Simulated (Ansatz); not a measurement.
Ansatz results at the PBE0-D4/def2-TZVP geometry: LUMO energy (B3LYP/def2-TZVPP) -1.49 eV; size of the dipole moment (B3LYP/def2-TZVPP) 0.85 D; HOMO–LUMO gap (PBE0/def2-TZVPP) 6.16 eV.

Each molecule was computed in one conformer, which needn't be the lowest.

Problem. Which molecule gave them?
A. `C[SiH](Cl)CCl`
B. `C1[NH][AlH][O]1`
C. `[NH2][AlH][SiH2][SiH2]Cl`
D. `C#COC[SiH3]`

Solution. C. The others give `C#COC[SiH3]`: 0.11, 1.75, 7.35; `C[SiH](Cl)CCl`: -0.09, 0.74, 8.33; `C1[NH][AlH][O]1`: -0.62, 1.91, 6.43.

B3LYP here is the variant with VWN-RPA as its local correlation; programs differ in this.
